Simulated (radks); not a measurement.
Task: Gd36+, configuration [Ar] 3d10. Calculated with a radial shooting solver on a logarithmic mesh with Libxc functionals: scalar-relativistic Kohn-Sham, r2SCAN, spin-polarised, spherical densities, finite nucleus; meta-GGA in the generalised Kohn-Sham scheme; Fermi nuclear charge, rms radius 5.1569 fm. Some entries of the table are withheld. Estimate them.

orbital  occ.  eigenvalue (eV)  <r> (bohr)
1s          2        -51684.82     0.02191
2s          2        -9780.563     0.09304
2p          6        -8868.423         (1)
3s          2        -3240.731      0.2396
3p          6              (2)      0.2370
3d         10              (3)      0.2141
4s          0        -1550.377      0.4798
4p          0        -1442.090      0.4896
4d          0        -1303.654      0.4857

Result: 
(1) 2p <r> (bohr): 0.08214
(2) 3p eigenvalue (eV): -2955.078
(3) 3d eigenvalue (eV): -2589.204
